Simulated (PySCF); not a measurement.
CHCl2, SMILES Cl[CH]Cl (connectivity only; charge and spin as stated), charge +1, multiplicity 1. Heavy atoms are numbered as in [Cl:1][CH:2][Cl:3]. Hydrogens are named by the atom that carries them.

Coordinates come from a B3LYP-D3(BJ)/def2-TZVP optimisation. The spin state was assumed, not searched. The isomer is the one that the SMILES or the coordinates give; other isomers of the formula were not compared.

The numbers are results of PySCF with PBE0/pcSseg-2, not measurements.

GIAO shieldings, no solvent; atoms alike by connectivity are averaged. δ = σ(ref) − σ: ³⁵Cl against HCl (σ = 943.3 ppm); ¹³C against TMS (σ = 186.1 ppm); ¹H against TMS (σ = 31.54 ppm), references at their B3LYP-D3(BJ)/def2-TZVP geometries, non-relativistic (without spin–orbit terms, shifts of atoms bonded to Cl or Br come out too high).

| nucleus | atoms | count | δ (ppm) |
|---|---|---|---|
| ³⁵Cl | Cl1 | 2 | 952.5 |
| ¹³C | C2 (CH) | 1 | 287.6 |
| ¹H | H on C2 | 1 | 11.56 |
